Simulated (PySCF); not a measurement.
## 15N chemical shifts

All values are calculated (PySCF): geometry from GFN2-xTB, σ from GIAO-PBE0/pcSseg-1. One conformer, non-relativistic Hamiltonian, gas phase, rapidly exchanging positions averaged.

Shieldings were converted by a linear fit to measured shifts: 15N (scatter 6.3 ppm rms vs CH3NO2, solution or neat liquid). Occasional misses reach two or three times the rms, and more in compound classes unlike the fitted ones.

Problem. Give the 15N shifts of `Cn1nc(Cl)c(C#N)n1`, `C/C=N/N=C\CC`.

Solution. 
```json
{"compound": "[CH3:1][n:2]1[n:3][c:4]([Cl:5])[c:6]([C:7]#[N:8])[n:9]1", "environment": "N9: pyridine-type nitrogen of an azole", "δ (ppm)": "-41.7"}
{"compound": "[CH3:1][n:2]1[n:3][c:4]([Cl:5])[c:6]([C:7]#[N:8])[n:9]1", "environment": "N3: pyridine-type nitrogen of an azole", "δ (ppm)": "-61.2"}
{"compound": "[CH3:1][n:2]1[n:3][c:4]([Cl:5])[c:6]([C:7]#[N:8])[n:9]1", "environment": "N8: nitrile nitrogen", "δ (ppm)": "-86.7"}
{"compound": "[CH3:1][n:2]1[n:3][c:4]([Cl:5])[c:6]([C:7]#[N:8])[n:9]1", "environment": "N2: pyrrole-type ring nitrogen", "δ (ppm)": "-146.7"}
{"compound": "[CH3:1]/[CH:2]=[N:3]/[N:4]=[CH:5]\\[CH2:6][CH3:7]", "environment": "N4: imine nitrogen", "δ (ppm)": "-34.2"}
{"compound": "[CH3:1]/[CH:2]=[N:3]/[N:4]=[CH:5]\\[CH2:6][CH3:7]", "environment": "N3: imine nitrogen", "δ (ppm)": "-35.7"}
```

Problem. Match the shifts -23.6, -117.2, -335.2, -375.2 ppm to `CS[Si@@H](F)N[SiH3]`, `CN=P1(C)C=CCC=C1`, `c1cnsn1`, `N#CCC1CSC1`.

Solution. -23.6: c1cnsn1 (pyridine-type nitrogen of an azole); -117.2: N#CCC1CSC1 (nitrile nitrogen); -335.2: CN=P1(C)C=CCC=C1 (nitrogen bonded to C, P); -375.2: CS[Si@@H](F)N[SiH3] (nitrogen bonded to 2 Si, H).
